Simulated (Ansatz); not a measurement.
Computed with Ansatz.

A structure relaxed at PBE0-D4/def2-TZVP, charge 0, multiplicity 1:

```csv
atom,x (Å),y (Å),z (Å)
C1,1.2581,1.2421,-0.8684
C2,0.4597,0.2915,-0.0468
O3,1.1162,-0.0122,1.0895
C4,-0.7508,-0.2021,-0.3826
Ga5,-1.7416,-1.4265,0.7130
H6,2.2310,0.8031,-1.1051
H7,1.4495,2.1557,-0.2990
H8,0.7413,1.4941,-1.7919
H9,0.5814,-0.6303,1.6092
H10,-1.1450,0.1410,-1.3332
H11,-3.1422,-2.0034,0.3358
H12,-1.0577,-1.8530,2.0795
```

Task: Give its formula and SMILES.

Result: C3H7GaO, `C/C(O)=[CH]/[GaH2]`.

Task: Point group (tolerance 0.08 Å, 0.16 Å for H)?

Result: Cs.

Task: Summarise the bond lengths by kind.

Result: 2 × C–C 1.350 to 1.489 Å; 4 × C–H 1.085 to 1.093 Å; 1 × C–O 1.347 Å; 1 × H–O 0.969 Å; 1 × C–Ga 1.919 Å; 2 × Ga–H 1.561 to 1.586 Å.
